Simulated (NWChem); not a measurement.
Species: GeHClF₂; SMILES [F][GeH]([F])[Cl]

All runs: NWChem. Coordinates come from a PBE0/def2-SVP optimisation. Ions are spin-unrestricted doublets at the neutral geometry; other ion states weren't tried.

For level PBE0/def2-SVP:

| Property | Value |
|---|---|
| vertical ionisation energy, ΔSCF (eV) | 12.56 |
| −ε(HOMO) (eV) | 9.85 |

**Question.** What are these values for level PBE/def2-SVP?

**Answer.** 
* **vertical ionisation energy, ΔSCF (eV)**: 12.02
* **−ε(HOMO) (eV)**: 8.29
